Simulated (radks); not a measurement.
Q: The potassium ion K12+ is in [He] 2s2 2p(1/2: 2, 3/2: 1). Method: Dirac Kohn-Sham, BLYP, spin-unpolarised, spherical densities, finite nucleus; Fermi nuclear charge, rms radius of each element as measured or else 0.836 A^(1/3) + 0.57 fm; computed with a radial shooting solver on a logarithmic mesh with Libxc functionals. Sub-shells are occupied by j as written (lower j first in brackets). One electron is removed from 2s1/2, 2p1/2, 1s1/2, 2p3/2 in turn, with full relaxation. Which removal costs least, and what does each cost?

A: 2p3/2 708.47 eV; 2p1/2 712.28 eV; 2s1/2 764.22 eV; 1s1/2 4126.9 eV. The 2p3/2 electron leaves first.
